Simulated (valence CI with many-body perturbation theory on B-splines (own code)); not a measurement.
# Se XXI in brief

Method: valence CI with perturbative core correlation (CI+MBPT): four valence electrons over a frozen Dirac-Fock core [Ne], a basis of 11 s, 11 p, 10 d, 8 f, 5 g, 2 h functions for each j, with the one-electron correlation potential Σ1 (screened to all orders), the two-electron term Σ2, the three-electron term Σ3, Breit, model QED; selected single and double excitations, second order for the rest, scaled by the run's own slope (own B-spline code, finite nucleus).

No measured levels were compared; by estimate levels of excited configurations hold to 0.05 to 0.15 % of their energy, terms of the ground configuration to about 0.5 %. Among the levels kept, up to 790 cm⁻¹ of a level comes from second order outside the variational space, and about a tenth of that is noise between levels of different J, which matters for small intervals.

Names give the largest LS component (configuration and term), which can be under half, so a name can repeat, a term be missing and a line seem to break the LS rules; names also repeat where a configuration has a term twice.

Rates and lifetimes use the calculated energies. Strong lines usually hold to 10 to 20 %, long lifetimes can be off by a factor of two.

Task: What is the ground level?

Result: 3s²3p² ³P_0, composition 86 % 3s²3p² ³P + 12 % 3s²3p² ¹S.

Task: Name the longest-lived excited levels whose lifetime is computed, and their main decay.

Result: 3s²3p² ³P_2 at 71767 cm⁻¹ lives 9.38 ms, mostly by M1 to 3s²3p² ³P_1; 3s²3p² ³P_1 at 48945 cm⁻¹ lives 538 μs, mostly by M1 to 3s²3p² ³P_0; 3s²3p² ¹D_2 at 142590 cm⁻¹ lives 140 μs, mostly by M1 to 3s²3p² ³P_1. The lifetime of 3s²3p3d ³F°_4 is too uncertain to give, and may be longer.

Task: Among levels below 1970900 cm⁻¹, which E1 lines absorb most strongly from the ground level?

Result: to 3s²3p3d ³D°_1 at 12.53 nm, f = 0.623; to 3s3p³ ³S°_1 at 14.33 nm, f = 0.134; to 3s3p³ ³D°_1 at 19.75 nm, f = 0.0952.

Task: Where does the other parity begin?

Result: At 3s3p³ ⁵S°_2, 405320 cm⁻¹.

Task: How is the term ³P of the ground level split?

Result: J = 0 at 0, J = 1 at 48945, J = 2 at 71767 cm⁻¹.

Task: How well does LS coupling describe the low levels?

Result: Among the lowest 20 levels the leading LS term, summed over configurations, holds 79 % on average. For single configurations the figures are 72 % in LS and 71 % in jj coupling. Terms mix most in the J = 2 level at 594630 cm⁻¹, where the leading one holds 46 %.

Task: What is the ionisation energy?

Result: 844.83 eV; NIST lists 845.8 ± 2 eV (semi-empirical).
